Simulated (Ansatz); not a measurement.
Hf2B2, relaxed as a singlet with RKS r2SCAN-D4/def2-TZVP in Ansatz, starting from the GFN2-xTB geometry. Force threshold 0.02 eV/Å.

In the def2 sets Hf takes a core potential; there is no spin–orbit coupling. The restricted singlet is unstable towards broken spin symmetry at other levels; at r2SCAN-D4/def2-TZVP this wasn't settled. The relaxation made no stability test and no search for a lower SCF solution. No other spin state of charge 0 was run. Another isomer (triplet) lies 0.77 eV lower at PBE0-D4/def2-TZVP; other spin states weren't run for this one.

Start:

```xyz
4

Hf   -0.373   -0.018    1.452
Hf   -0.492   -1.765   -0.979
B     0.580    1.506    0.215
B     0.286    0.278   -0.688
```

(1) Estimate the energy that the relaxation releases and the steps that it takes.

(2) Does the start keep its bonding and symmetry?

(3) Predict the relaxed structure.

Results:

(1) 67.8 kJ/mol, in 10 steps; 31 s on 4 threads of Arm Neoverse V1 on a shared host. No frequencies were taken in this run, so the end may be a saddle point.

(2) Bonds formed: Hf2–B3 (atoms count from 1). Point group Cs at the start, C2v at the end, both within 0.05 Å.

(3) 
```xyz
4

Hf   -0.483   -0.184    1.568
Hf   -0.439   -1.443   -0.672
B     0.448    1.185    0.214
B     0.474    0.442   -1.110
```
Bond lengths (bridged metal pairs left out): 4 × B–Hf 2.14 to 2.91 Å; 1 × Hf–Hf 2.57 Å; 1 × B–B 1.52 Å.
